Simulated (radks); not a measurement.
The numbers below are computed, except where a source is named.
Question: The mean radii <r> (bohr) of the occupied orbitals of an atom or ion are listed with their occupations. Code: a radial shooting solver on a logarithmic mesh with Libxc functionals. Model: Dirac Kohn-Sham, LDA (Slater exchange, Perdew-Wang correlation), spin-unpolarised, spherical densities, finite nucleus; Fermi nuclear charge, rms radius of each element as measured or else 0.836 A^(1/3) + 0.57 fm.

orbital  occ.     <r>
1s1/2       2  0.1039
2s1/2       2  0.5217
2p1/2       2  0.4844
2p3/2       4  0.4866
3s1/2       2   1.819
3p1/2       2   2.130

Name the element and its charge. Open shells, if any, fill j = l - 1/2 first.

Answer: Z = 15, phosphorus, charge +1: P+ in [Ne] 3s2 3p2. The 1s radius gives Z: for a bare nucleus <r> = (2 gamma + 1)/(2Z) with gamma = sqrt(1 - (Z/c)^2), 0.0996 bohr for Z = 15, and screening makes it slightly larger (0.1039 here). The occupations add up to 14, and the charge is Z minus that.
